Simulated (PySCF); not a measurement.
AuF₂⁺ at several levels of theory

All levels use the PBE0 minimum (triplet; Au–F 1.844 Å (×2); F–Au–F 180.0°), basis [Au def2-TZVP with ECP60, F def2-TZVP], scalar-relativistic core potentials, density fitting, no spin–orbit coupling, PySCF. For vertical energies the ionised species is a quartet (spins chosen at PBE0 and kept) and the electron-attached one a doublet. Open shells are unrestricted, also as the reference of the correlated levels. A dash marks a value that was not computed or is not defined at that level.

```csv
level,vertical IP (eV),vertical EA (eV),−ε(HOMO) (eV)
PBE0,?,?,?
HF,?,?,?
MP2,21.26,12.11,–
PBE,19.99,11.68,16.04
r2SCAN,19.99,–,15.89
```

Fill in the row of PBE0.

vertical IP (eV) 20.18, vertical EA (eV) 12.10, −ε(HOMO) (eV) 17.52.

Fill in the row of HF.

vertical IP (eV) 16.45, vertical EA (eV) 11.85, −ε(HOMO) (eV) 19.93.

Open d and f shells are described by one determinant, and the ground state may have another occupation or spin. With an element this heavy the missing spin–orbit coupling can shift these numbers.
